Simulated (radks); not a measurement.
Values are calculated unless marked as measured or tabulated.
Task: Coherent X-ray form factor from a spherical all-electron density. Level of theory: scalar-relativistic Kohn-Sham, r2SCAN, spin-polarised, spherical densities, finite nucleus; meta-GGA in the generalised Kohn-Sham scheme; Fermi nuclear charge, rms radius of each element as measured or else 0.836 A^(1/3) + 0.57 fm (a radial shooting solver on a logarithmic mesh with Libxc functionals).

sin(theta)/lambda (1/angstrom),f0 (electrons)
0.05,41.256
0.1,39.305
0.15,36.734
0.2,34.035
0.25,31.467
0.3,29.130
0.4,25.234
0.5,22.280
0.6,20.007
0.8,16.469
1,13.464
1.25,10.350
1.5,8.156
2,5.941

The species is in the configuration that NIST lists as its ground one. Which atom or ion scatters so?

Result: The technetium ion Tc+, [Kr] 4d5 5s1. Extrapolating in s^2 from the first two rows gives f0(0) = 41.9, near the electron count 42; among species with that count, the fall with angle is slower the higher Z, and the table is that of Z = 43; from so few rows the species is fixed only to a neighbour or two.
